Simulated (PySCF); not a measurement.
# Antimony: highly charged ions in a basis for the neutral atom

Sb⁸⁺ [Kr] 4d7, Sb⁹⁺ [Kr] 4d6. Computed with PySCF 2.14 in cc-pVDZ-PP with ECP28MDF, with a scalar-relativistic core potential. No spin-orbit coupling, so a gap to NIST mixes the basis error with missing relativistic terms.

Changed run: basis of the neutral atom used for a highly charged ion. This setting is unsound on purpose.

```csv
species,method,sound run (hartree),changed run (hartree),converged
Sb⁸⁺,UHF,not run,-220.60753,yes
Sb⁸⁺,PBE,not run,-221.19312,yes
Sb⁸⁺,BP86,not run,-221.29316,yes
Sb⁹⁺,UHF,not run,-214.46014,yes
Sb⁹⁺,PBE,not run,-214.99805,yes
Sb⁹⁺,BP86,not run,-215.09075,yes
```

Ionisation energy of Sb⁸⁺:

| method | changed run (eV) | NIST (eV) |
| --- | --- | --- |
| UHF | 167.28 | 162 ± 2.2 |
| PBE | 168.58 | 162 ± 2.2 |
| BP86 | 168.78 | 162 ± 2.2 |

The contracted functions were made for the neutral atom and can be too rigid for a highly charged ion.
